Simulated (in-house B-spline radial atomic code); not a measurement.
Configurations of Zr VI (Zr5+), with energies counted from [Ar] 3d10 4s2 (4p1/2)2 (4p3/2)3. Level of theory: Dirac-Hartree-Fock, average of each configuration as written, Fermi nucleus of rms radius 4.2694 fm; calculated with a radial B-spline atomic code at the basis-set limit. Energies include first-order Breit, QED and recoil terms.

Occupations are held fixed; configurations that lie above the ionisation limit could autoionise.

```csv
configuration,E - E(ref) (eV),highest orbital,its <r> (bohr)
[Ar] 3d10 4s2 (4p1/2)1 (4p3/2)4,1.9453,4p3/2,1.295
[Ar] 3d10 4s2 (4p1/2)2 (4p3/2)2 (5p1/2)1,52.955,5p1/2,2.786
[Ar] 3d10 4s1 (4p1/2)2 (4p3/2)3 (4d3/2)1,61.163,4d3/2,1.574
[Ar] 3d10 4s2 (4p1/2)1 (4p3/2)3 (6g9/2)1,84.009,6g9/2,7.272
[Ar] (3d3/2)4 (3d5/2)5 4s2 (4p1/2)2 (4p3/2)3 (4f7/2)1,221.66,4f7/2,2.48
[Ar] (3d3/2)4 (3d5/2)5 4s2 (4p1/2)2 (4p3/2)3 (6p1/2)1,229.66,6p1/2,4.711
[Ar] (3d3/2)4 (3d5/2)5 4s2 (4p1/2)1 (4p3/2)4 (7f5/2)1,246.76,7f5/2,10.33
```

Order these further configurations by energy, lowest first.
A. [Ar] (3d3/2)3 (3d5/2)6 4s2 (4p1/2)2 (4p3/2)3 (6g9/2)1
B. [Ne] 3s2 (3p1/2)2 (3p3/2)3 3d10 4s2 (4p1/2)1 (4p3/2)4 (6g7/2)1
C. [Ar] 3d10 4s1 (4p1/2)2 (4p3/2)3 (6g7/2)1
D. [Ar] 3d10 4s1 (4p1/2)1 (4p3/2)4 (7d3/2)1
E. [Ar] 3d10 4s2 (4p3/2)4 (4f7/2)1

E (67.426 eV), C (110.41 eV), D (112.39 eV), A (244 eV), B (398.05 eV).

How far above the reference does [Ar] 3d10 4s1 (4p1/2)2 (4p3/2)3 (7f7/2)1 lie?

113.4 eV; its least bound orbital is 7f7/2 with <r> = 10.42 bohr.

How far above the reference does [Ar] 3d10 4s2 (4p1/2)2 (4p3/2)2 (8p1/2)1 lie?

84.102 eV; its least bound orbital is 8p1/2 with <r> = 10.22 bohr.

How far above the reference does [Ar] 3d10 4s1 (4p1/2)1 (4p3/2)4 (8f7/2)1 lie?

118.02 eV; its least bound orbital is 8f7/2 with <r> = 14.02 bohr.
